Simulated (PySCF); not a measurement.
An equivalent PySCF input for P+ (phosphorus, charge +1), [Ne] 3s2 3p2, high-spin 3P determinant, with scalar relativity by spin-free X2C-1e:

```python
from pyscf import gto, scf, dft, mp, cc
import basis_set_exchange as bse
mol = gto.M(atom="P 0 0 0", charge=1, spin=2, symmetry="D2h",
            basis=gto.basis.parse(bse.get_basis("aug-cc-pCVQZ-DK", elements=["P"], fmt="nwchem", header=False)),
            nucmod="G")
mf = dft.UKS(mol, xc="R2SCAN").sfx2c1e()
mf.irrep_nelec = {'Ag': (3, 3), 'B1u': (2, 1), 'B2u': (2, 1), 'B3u': (1, 1)}
mf.kernel()
```

It reaches the same state as the run whose output follows, with an energy that differs only through the grid. The run itself started from symmetry-adapted Hartree-Fock orbitals and held the occupation by maximum overlap, on a logarithmic radial grid, so the iterations belong to that start.

```
SCF conv_tol = 1e-09
number electrons alpha = 8  beta = 6
XC functionals = R2SCAN
    J. W. Furness, A. D. Kaplan, J. Ning, J. P. Perdew, and J. Sun.,  J. Phys. Chem. Lett. 11, 8208-8215 (2020)
    J. W. Furness, A. D. Kaplan, J. Ning, J. P. Perdew, and J. Sun.,  J. Phys. Chem. Lett. 11, 9248-9248 (2020)
    J. W. Furness, A. D. Kaplan, J. Ning, J. P. Perdew, and J. Sun.,  J. Phys. Chem. Lett. 11, 8208-8215 (2020)
    J. W. Furness, A. D. Kaplan, J. Ning, J. P. Perdew, and J. Sun.,  J. Phys. Chem. Lett. 11, 9248-9248 (2020)
cycle= 1 E= -341.679223944097  delta_E= -0.00781  |g|= 0.0156  |ddm|= 0.83
cycle= 2 E= -341.679417900812  delta_E= -0.000194  |g|= 0.0035  |ddm|= 0.0475
cycle= 3 E= -341.679431279961  delta_E= -1.34e-05  |g|= 0.000394  |ddm|= 0.0121
cycle= 4 E= -341.679431423869  delta_E= -1.44e-07  |g|= 3.1e-05  |ddm|= 0.00259
cycle= 5 E= -341.679431424353  delta_E= -4.84e-10  |g|= 7.87e-06  |ddm|= 0.000151
converged SCF energy = -341.679431424353  <S^2> = 2.0086122  2S+1 = 3.005736
```
